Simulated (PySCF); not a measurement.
PySCF input for F₂GaHO, SMILES [OH][Ga]([F])[F], ADC(2)/aug-cc-pVDZ. Geometry: PBE0-D3(BJ)/def2-SVP. The values are those of a single conformer.

```python
import numpy as np
from pyscf import gto, scf, dft, adc

mol = gto.M(
    atom='''
    Ga    0.01346423   -0.00431409    0.00000000
    F    -1.69277963   -0.34229007    0.00000000
    F     1.09237111   -1.35833736    0.00000000
    O     0.63162489    1.64162845    0.00000000
    H    -0.06671341    2.30635603    0.00000000
    ''',
    basis='aug-cc-pVDZ',
    charge=0,
    spin=0,
    max_memory=1600,
    verbose=4,
)
mf = scf.RHF(mol)
mf.conv_tol = 1e-10
mf.max_cycle = 100
mf.kernel()
res = {}
for kind, nroots in (('ee', 6), ('ip', 6), ('ea', 2)):
    a = adc.ADC(mf).density_fit('aug-cc-pvdz-ri')
    a.method, a.method_type = 'adc(2)', kind
    e, v, p, x = a.kernel(nroots=nroots)
    res[kind] = (e * 27.211386245988, p)
for kind, (e, p) in res.items():
    print(kind, 'energies / eV', np.round(e, 3), 'strengths', np.round(p, 4))
```

Log of the run:

```
PySCF version 2.14.0

[INPUT] verbose = 4
[INPUT] num. atoms = 5
[INPUT] num. electrons = 58
[INPUT] charge = 0
[INPUT] spin (= nelec alpha-beta = 2S) = 0
[INPUT] symmetry False subgroup None
[INPUT] Mole.unit = angstrom
[INPUT] Symbol           X                Y                Z      unit          X                Y                Z       unit  Magmom
[INPUT]  1 Ga     0.013464230000  -0.004314090000   0.000000000000 AA    0.025443707178  -0.008152448577   0.000000000000 Bohr   0.0
[INPUT]  2 F     -1.692779630000  -0.342290070000   0.000000000000 AA   -3.198889889943  -0.646834487458   0.000000000000 Bohr   0.0
[INPUT]  3 F      1.092371110000  -1.358337360000   0.000000000000 AA    2.064282224287  -2.566885595165   0.000000000000 Bohr   0.0
[INPUT]  4 O      0.631624890000   1.641628450000   0.000000000000 AA    1.193598055559   3.102228168794   0.000000000000 Bohr   0.0
[INPUT]  5 H     -0.066713410000   2.306356030000   0.000000000000 AA   -0.126070073736   4.358381242439   0.000000000000 Bohr   0.0

nuclear repulsion = 298.536192877903
number of shells = 38
number of NR pGTOs = 202
number of NR cGTOs = 114
basis = aug-cc-pVDZ
ecp = {}


[settings echo left out]
init E= -2196.99740389574
  HOMO = -0.492493380440211  LUMO = -0.0917035029730302  gap/eV = 10.90605
cycle= 1 E= -2197.58691310242  delta_E= -0.59  |g|= 0.772  |ddm|= 2.05
  HOMO = -0.48112433002479  LUMO = 0.0112958771734055  gap/eV = 13.39944
cycle= 2 E= -2197.65900344328  delta_E= -0.0721  |g|= 0.497  |ddm|= 0.838
  HOMO = -0.547325333844939  LUMO = 0.0128093584249998  gap/eV = 15.24204
cycle= 3 E= -2197.69937173093  delta_E= -0.0404  |g|= 0.042  |ddm|= 0.299
  HOMO = -0.532548029754172  LUMO = 0.0169084663906842  gap/eV = 14.95147
cycle= 4 E= -2197.69989279423  delta_E= -0.000521  |g|= 0.00873  |ddm|= 0.059
  HOMO = -0.533272524654751  LUMO = 0.0167306355510206  gap/eV = 14.96635
cycle= 5 E= -2197.69993479572  delta_E= -4.2e-05  |g|= 0.00335  |ddm|= 0.0182
  HOMO = -0.53205850755845  LUMO = 0.0167210569059835  gap/eV = 14.93305
cycle= 6 E= -2197.69994014813  delta_E= -5.35e-06  |g|= 0.00166  |ddm|= 0.00507
  HOMO = -0.532140498169754  LUMO = 0.016689546500718  gap/eV = 14.93443
cycle= 7 E= -2197.69994181852  delta_E= -1.67e-06  |g|= 0.000466  |ddm|= 0.0037
  HOMO = -0.531983472650019  LUMO = 0.0166848362586407  gap/eV = 14.93003
cycle= 8 E= -2197.69994200271  delta_E= -1.84e-07  |g|= 8.94e-05  |ddm|= 0.00144
  HOMO = -0.531959806003957  LUMO = 0.0166869937778529  gap/eV = 14.92944
cycle= 9 E= -2197.69994200811  delta_E= -5.4e-09  |g|= 2.42e-05  |ddm|= 0.000244
  HOMO = -0.531954295501231  LUMO = 0.0166870029903237  gap/eV = 14.92929
cycle= 10 E= -2197.69994200845  delta_E= -3.45e-10  |g|= 1e-05  |ddm|= 4.95e-05
  HOMO = -0.531954191845948  LUMO = 0.0166869063700323  gap/eV = 14.92928
cycle= 11 E= -2197.6999420085  delta_E= -4.64e-11  |g|= 4.25e-06  |ddm|= 1.29e-05
  HOMO = -0.531954229891098  LUMO = 0.0166869093745872  gap/eV = 14.92929
Extra cycle  E= -2197.6999420085  delta_E= -5.46e-12  |g|= 2.64e-06  |ddm|= 4.89e-06
converged SCF energy = -2197.6999420085

******** <class 'pyscf.adc.radc.RADC'> ********
******** ADC Orbital Information ********
Number of Frozen Occupied Orbitals: 0
Number of Frozen Virtual Orbitals: 0
Number of Active Occupied Orbitals: 29
Number of Active Virtual Orbitals: 85
*****************************************
******** <class 'pyscf.df.df.DF'> ********
auxbasis = aug-cc-pvdz-ri
Reference correlation energy (doubles): -0.73130395
MP2 correlation energy of reference state (a.u.) = -0.73130395

******** <class 'pyscf.adc.radc_ee.RADCEE'> ********
max_space = 12
max_cycle = 50
conv_tol = 1e-08

*************************************************************
        ADC calculation summary (singlet states only)
*************************************************************
adc(2) root 0  |  Energy (Eh) =   0.2416271490  |  Energy (eV) =   6.57500963  |  Osc. strength = 0.04380334  |  conv = True
adc(2) root 1  |  Energy (Eh) =   0.2714021493  |  Energy (eV) =   7.38522865  |  Osc. strength = 0.11920023  |  conv = True
adc(2) root 2  |  Energy (Eh) =   0.2951324912  |  Energy (eV) =   8.03096415  |  Osc. strength = 0.04429064  |  conv = False
adc(2) root 3  |  Energy (Eh) =   0.2987735731  |  Energy (eV) =   8.13004303  |  Osc. strength = 0.00001247  |  conv = False
adc(2) root 4  |  Energy (Eh) =   0.3051296316  |  Energy (eV) =   8.30300019  |  Osc. strength = 0.14325392  |  conv = False
adc(2) root 5  |  Energy (Eh) =   0.3129709196  |  Energy (eV) =   8.51637251  |  Osc. strength = 0.03988704  |  conv = False

WARN: Davidson iterations for 4 root(s) did not converge!!!


******** <class 'pyscf.adc.radc.RADC'> ********
******** ADC Orbital Information ********
Number of Frozen Occupied Orbitals: 0
Number of Frozen Virtual Orbitals: 0
Number of Active Occupied Orbitals: 29
Number of Active Virtual Orbitals: 85
*****************************************
******** <class 'pyscf.df.df.DF'> ********
auxbasis = aug-cc-pvdz-ri
Reference correlation energy (doubles): -0.73130395
MP2 correlation energy of reference state (a.u.) = -0.73130395

******** <class 'pyscf.adc.radc_ip.RADCIP'> ********
max_space = 12
max_cycle = 50
conv_tol = 1e-08

*************************************************************
        ADC calculation summary (doublet states only)
*************************************************************
adc(2) root 0  |  Energy (Eh) =   0.4241141727  |  Energy (eV) =  11.54073447  |  Spec. factor = 1.72791170  |  conv = True
adc(2) root 1  |  Energy (Eh) =   0.4459533596  |  Energy (eV) =  12.13500901  |  Spec. factor = 1.72980681  |  conv = True
adc(2) root 2  |  Energy (Eh) =   0.4762295808  |  Energy (eV) =  12.95886696  |  Spec. factor = 1.72585235  |  conv = True
adc(2) root 3  |  Energy (Eh) =   0.4846083989  |  Energy (eV) =  13.18686621  |  Spec. factor = 1.72931910  |  conv = True
adc(2) root 4  |  Energy (Eh) =   0.4956038422  |  Energy (eV) =  13.48606746  |  Spec. factor = 1.72938752  |  conv = True
adc(2) root 5  |  Energy (Eh) =   0.5034975601  |  Energy (eV) =  13.70086647  |  Spec. factor = 1.73637673  |  conv = True

******** <class 'pyscf.adc.radc.RADC'> ********
******** ADC Orbital Information ********
Number of Frozen Occupied Orbitals: 0
Number of Frozen Virtual Orbitals: 0
Number of Active Occupied Orbitals: 29
Number of Active Virtual Orbitals: 85
*****************************************
******** <class 'pyscf.df.df.DF'> ********
auxbasis = aug-cc-pvdz-ri
Reference correlation energy (doubles): -0.73130395
MP2 correlation energy of reference state (a.u.) = -0.73130395

******** <class 'pyscf.adc.radc_ea.RADCEA'> ********
max_space = 12
max_cycle = 50
conv_tol = 1e-08

*************************************************************
        ADC calculation summary (doublet states only)
*************************************************************
adc(2) root 0  |  Energy (Eh) =  -0.0016224580  |  Energy (eV) =  -0.04414933  |  Spec. factor = 1.95093530  |  conv = True
adc(2) root 1  |  Energy (Eh) =   0.0252991537  |  Energy (eV) =   0.68842504  |  Spec. factor = 1.98510976  |  conv = True
ee energies / eV [6.575 7.385 8.031 8.13  8.303 8.516] strengths [0.0438 0.1192 0.0443 0.     0.1433 0.0399]
ip energies / eV [11.541 12.135 12.959 13.187 13.486 13.701] strengths [1.7279 1.7298 1.7259 1.7293 1.7294 1.7364]
ea energies / eV [-0.044  0.688] strengths [1.9509 1.9851]
```

The run did not converge; its last values are not results.
